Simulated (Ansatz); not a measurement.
Relaxation of C₂H₅BO (9 atoms, charge 0, multiplicity 1), to a largest force component of 0.02 eV/Å in at most 50 steps.

Level of theory: Ansatz, UKS r2SCANh/def2-SVP.

```xyz
9
Properties=species:S:1:pos:R:3:forces:R:3
C -0.935 0.568 -0.820 0.40 -0.34 0.37
C -0.095 -0.532 -0.216 -0.15 0.47 -0.21
B 0.978 -0.403 0.661 -0.45 -0.22 -0.07
O 2.002 -0.312 1.465 0.79 0.12 -0.05
H -0.848 0.570 -1.908 -0.02 0.08 -0.36
H -1.988 0.425 -0.572 -0.38 0.07 0.03
H -0.625 1.543 -0.452 -0.02 0.42 0.03
H -0.374 -1.515 -0.573 0.10 -0.57 0.05
H 1.885 -0.344 2.415 -0.27 -0.03 0.21
```

**Question.** Where does it end, and by what steps?

**Answer.** The run converged. After 7 steps the energy has fallen by 0.044 eV; H8 moved furthest, 0.08 Å.

| step | energy less start (eV) | largest force component (eV/Å) | accepted |
| --- | --- | --- | --- |
| 0 | 0.0000 | 0.789 | yes |
| 1 | -0.0284 | 0.488 | yes |
| 2 | -0.0372 | 0.195 | yes |
| 3 | -0.0410 | 0.276 | yes |
| 4 | -0.0416 | 0.220 | yes |
| 5 | -0.0417 | 0.336 | yes |
| 6 | -0.0442 | 0.027 | yes |
| 7 | -0.0443 | 0.016 | yes |

```xyz
9
Properties=species:S:1:pos:R:3
C -0.934 0.569 -0.817
C -0.079 -0.522 -0.229
B 0.992 -0.406 0.656
O 2.032 -0.322 1.463
H -0.884 0.577 -1.919
H -1.997 0.448 -0.550
H -0.627 1.567 -0.476
H -0.321 -1.549 -0.532
H 1.819 -0.362 2.404
```

Run time: 26 s on 2 threads of Intel(R) Xeon(R) Platinum 8259CL CPU @ 2.50GHz (Skylake/Cascade Lake), on a shared host, peak memory 0.26 GiB.
